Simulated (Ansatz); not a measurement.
`[OH][In]([Cl])[O][SiH3]` and `[OH][In]([OH])[Cl]` differ in one atom or group.

Ansatz, PBE0-D4/def2-TZVP geometries, multiplicity 1. Each molecule was computed in one conformer, which needn't be the lowest.

Elements past krypton have def2 core potentials.

```tsv
property	`[OH][In]([Cl])[O][SiH3]`
HOMO energy (B3LYP/def2-TZVPP) / eV	-8.50
LUMO energy (ωB97M-V/def2-TZVPP) / eV	-0.53
HOMO–LUMO gap (PBE0/def2-TZVPP) / eV	6.26
LUMO energy (B3LYP/def2-TZVPP) / eV	-2.79
HOMO energy (PBE/def2-TZVPP) / eV	-7.25
LUMO energy (PBE/def2-TZVPP) / eV	-3.38
```

Task: Give the same properties after the change, and the shifts. (Best estimate.)

Result: Computed: 
```json
{"property": "HOMO energy (B3LYP/def2-TZVPP) / eV", "`[OH][In]([OH])[Cl]`": "-8.68", "shift": "-0.18"}
{"property": "LUMO energy (ωB97M-V/def2-TZVPP) / eV", "`[OH][In]([OH])[Cl]`": "-0.30", "shift": "0.23"}
{"property": "HOMO–LUMO gap (PBE0/def2-TZVPP) / eV", "`[OH][In]([OH])[Cl]`": "6.73", "shift": "0.47"}
{"property": "LUMO energy (B3LYP/def2-TZVPP) / eV", "`[OH][In]([OH])[Cl]`": "-2.58", "shift": "0.21"}
{"property": "HOMO energy (PBE/def2-TZVPP) / eV", "`[OH][In]([OH])[Cl]`": "-7.26", "shift": "-0.01"}
{"property": "LUMO energy (PBE/def2-TZVPP) / eV", "`[OH][In]([OH])[Cl]`": "-3.13", "shift": "0.25"}
```

With PBE0 the HOMO falls by 0.23 eV and the LUMO rises by 0.24 eV, so the gap widens by about 0.47 eV. PBE moves the HOMO by -0.01 eV and ωB97M-V by -0.25 eV.

B3LYP here is the variant with VWN-RPA as its local correlation; programs differ in this.
